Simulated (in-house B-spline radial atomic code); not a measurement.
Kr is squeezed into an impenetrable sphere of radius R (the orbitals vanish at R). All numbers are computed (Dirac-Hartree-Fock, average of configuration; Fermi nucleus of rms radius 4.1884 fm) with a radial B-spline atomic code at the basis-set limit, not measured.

Energies in eV above the free atom in [Ar] 3d10 4s2 4p6:

| R (bohr) | highest level (eV) | [Ar] 3d10 4s2 4p6 | [Ne] 3s2 3p5 3d10 4s2 4p6 4f1 | [Ar] 3d10 4s2 4p5 4d1 |
| --- | --- | --- | --- | --- |
| 9.95 | -14 | 0.0001302 | 222.3 | 12.45 |
| 6.43 | -13.9 | 0.07675 | 229 | 14.48 |
| 4.68 | -12.8 | 1.675 | 239.5 | 18.83 |
| 4.14 | -11.5 | 4.377 | 246.5 | 23.08 |
| 3.84 | -10.3 | 7.516 | 252.5 | 27.35 |
| 3.29 | -6 | 20.68 | 272.1 | 43.43 |
| 2.49 | 12 | 97.65 | 365.3 | 128.4 |
| 2.29 | 21.8 | 147.6 | 422.2 | 181.6 |
| 1.71 | 88.8 | 549.6 | 862.2 | 596.2 |
| 1.32 | 236 | 1585 | 1959 | 1635 |

Problem. Does [Ne] 3s2 3p5 3d10 4s2 4p6 4f1 fall below [Ar] 3d10 4s2 4p6 under compression?

Solution. No, it stays above over the whole range.

Problem. Does [Ar] 3d10 4s2 4p5 4d1 fall below [Ar] 3d10 4s2 4p6 under compression?

Solution. No, it stays above over the whole range.

The highest level is first positive in the row R = 2.49 bohr, pushed up by confinement above the zero of the free ion's potential. Each configuration is held fixed and needn't be the lowest in the sphere.
